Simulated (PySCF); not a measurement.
A survey of 17O NMR shifts

PySCF 2.14.0 with density-fitted response routines calculation with coordinates at the GFN2-xTB level and NMR shieldings at PBE0/pcSseg-1/GIAO; one computed conformer, no solvent, non-relativistic Hamiltonian, fast rotation and ring inversion assumed for equivalent nuclei.

Shieldings were converted by a linear fit to measured shifts: 17O: δ = 266.70 − 0.911σ (rms 10.7 ppm, 155 shifts, 12.2 ppm with the 3 outliers that the fit left out vs liquid water, solution or neat liquid). A few per cent of atoms miss by over 2 rms, more outside the fitted compound classes.

Task: Give the 17O shifts of `CCOc1oc(Cl)nc1F`, `C[SiH2]N([SiH3])[Si@](N)(O)[SiH3]`, `N#CCC[C@@H]1OCC(=O)[SiH2]1`, `COc1ccc(C(=O)F)cc1`, `CC(=O)O[SiH2]n1cccc1`, `C[C@@H](OC=O)[Si@@H](O)CCl`.

Result: 
| compound | environment | δ (ppm) |
| --- | --- | --- |
| [CH3:1][CH2:2][O:3][c:4]1[o:5][c:6]([Cl:7])[n:8][c:9]1[F:10] | O5: aromatic ring oxygen | 240.9 |
| [CH3:1][CH2:2][O:3][c:4]1[o:5][c:6]([Cl:7])[n:8][c:9]1[F:10] | O3: ether oxygen | 59.0 |
| C[SiH2]N([SiH3])[Si@](N)(O)[SiH3] | oxygen bonded to Si, H | 25.6 |
| [N:1]#[C:2][CH2:3][CH2:4][C@@H:5]1[O:6][CH2:7][C:8](=[O:9])[SiH2:10]1 | O9: carbonyl oxygen | 742.2 |
| [N:1]#[C:2][CH2:3][CH2:4][C@@H:5]1[O:6][CH2:7][C:8](=[O:9])[SiH2:10]1 | O6: ether oxygen | 3.2 |
| [CH3:1][O:2][c:3]1[cH:4][cH:5][c:6]([C:7](=[O:8])[F:9])[cH:10][cH:11]1 | O8: carbonyl oxygen | 340.8 |
| [CH3:1][O:2][c:3]1[cH:4][cH:5][c:6]([C:7](=[O:8])[F:9])[cH:10][cH:11]1 | O2: ether oxygen | 72.4 |
| [CH3:1][C:2](=[O:3])[O:4][SiH2:5][n:6]1[cH:7][cH:8][cH:9][cH:10]1 | O3: carbonyl oxygen | 390.9 |
| [CH3:1][C:2](=[O:3])[O:4][SiH2:5][n:6]1[cH:7][cH:8][cH:9][cH:10]1 | O4: oxygen bonded to C, Si | 141.1 |
| [CH3:1][C@@H:2]([O:3][CH:4]=[O:5])[Si@@H:6]([OH:7])[CH2:8][Cl:9] | O5: ester carbonyl oxygen | 329.8 |
| [CH3:1][C@@H:2]([O:3][CH:4]=[O:5])[Si@@H:6]([OH:7])[CH2:8][Cl:9] | O3: ester alkoxy oxygen | 178.8 |
| [CH3:1][C@@H:2]([O:3][CH:4]=[O:5])[Si@@H:6]([OH:7])[CH2:8][Cl:9] | O7: oxygen bonded to Si, H | -4.2 |
